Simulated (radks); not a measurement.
Values are calculated unless marked as measured or tabulated.
The caesium ion Cs10+, 45 electrons, occupied as [Ar] 3d10 4s2 4p5 4d10 (not the ground configuration).

Level of theory: non-relativistic Kohn-Sham, PBE, spin-polarised, spherical densities, point nucleus; open shells are filled with parallel spins first (spin-orbit coupling, left out, can overturn this in heavy ions); relativity is left out, which matters for an element this heavy (a radial shooting solver on a logarithmic mesh with Libxc functionals).

Energy parts (eV):
total: -204775.79
kinetic: 204712.14
electron-nucleus: -478279.83
Hartree: 73717.00
exchange-correlation: -4925.11

Orbitals (lengths in bohr, moments of r in powers of bohr; <r^-3> diverges for s and p1/2; r(90%) holds 90 % of the orbital's charge):
orbital  occ.  eigenvalue (eV)  <r^-3>  r(90%)     <r^2>      <r>
1s up       1        -34397.39       -  0.0491  0.001021  0.02763
1s down     1        -34397.02       -  0.0491  0.001021  0.02763
2s up       1        -5389.218       -   0.182   0.01653   0.1187
2s down     1        -5389.005       -   0.182   0.01652   0.1187
2p up       3        -5088.209    5512   0.163   0.01238   0.1010
2p down     3        -5087.859    5512   0.163   0.01238   0.1010
3s up       1        -1244.009       -   0.458    0.1117   0.3129
3s down     1        -1243.684       -   0.458    0.1116   0.3129
3p up       3        -1115.917    1054   0.453    0.1062   0.3030
3p down     3        -1115.534    1053   0.453    0.1062   0.3030
3d up       5        -877.5625   173.2   0.428   0.08822   0.2735
3d down     5        -877.1827   173.2   0.428   0.08819   0.2735
4s up       1        -355.3467       -    1.02    0.5732   0.7138
4s down     1        -353.9550       -    1.02    0.5742   0.7143
4p up       3        -308.5267   224.2    1.07    0.6143   0.7364
4p down     2        -307.1730   223.8    1.07    0.6157   0.7371
4d up       5        -226.8419   30.75    1.18    0.7220   0.7921
4d down     5        -225.6138   30.66    1.18    0.7248   0.7936

The highest occupied level is 4d down at -225.61 eV. Summed over all electrons, <r^2> = 13.31 bohr^2, which gives a Langevin (diamagnetic) susceptibility term of -10.5 x 10^-6 cm^3/mol. Spin moment in Bohr magnetons: 1. The density falls to 0.001 e/bohr^3 at r = 2.07 bohr. The spin density at the nucleus is 0.0112 e/bohr^3 (1s -0.6751, 2s 0.1183, 3s 0.1987, 4s 0.3693). The electron density at the nucleus is 1.176e+05 e/bohr^3. Virial ratio -V/T = 2.00031.
